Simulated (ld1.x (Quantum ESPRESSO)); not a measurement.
# Reading a pseudo-wave (lutetium (Lu))

Columns: radius, all-electron u(r) and pseudo u(r) of the 4f shell (level -9.62 eV) of lutetium in the configuration [Kr] 4d10 4f14 5s2 5p6 5d1 6s2 6p0; PBE, scalar-relativistic, PAW scheme, ld1.x (Quantum ESPRESSO) 7.5.

```tsv
r (bohr)	all-electron	pseudo
0.152	0.3487	0.0058
0.305	0.9878	0.0781
0.458	1.1921	0.2871
0.610	1.1142	0.5702
0.762	0.9525	0.7609
0.915	0.7870	0.7615
1.068	0.6431	0.6432
1.220	0.5248	0.5248
1.372	0.4286	0.4286
1.525	0.3505	0.3505
1.678	0.2877	0.2877
1.830	0.2374	0.2374
1.982	0.1967	0.1967
2.135	0.1635	0.1635
2.288	0.1365	0.1365
2.440	0.1145	0.1145
2.592	0.0965	0.0965
2.745	0.0815	0.0815
2.898	0.0691	0.0691
3.050	0.0589	0.0589
3.202	0.0502	0.0502
3.355	0.0430	0.0430
3.508	0.0368	0.0368
3.660	0.0316	0.0316
3.812	0.0272	0.0272
3.965	0.0234	0.0234
```

Q: How many radial nodes do the two functions have?

A: The all-electron 4f function has n − l − 1 = 0; the pseudo-wave has 0.

Q: At about which radius was the pseudo-wave matched?

A: 1.15 bohr, where the columns begin to agree (steps of 0.15 bohr).

Q: Is the pseudo-wave norm-conserving?

A: No, it belongs to a PAW set: the norm inside the radius is not constrained, and the difference is carried by the augmentation charge.
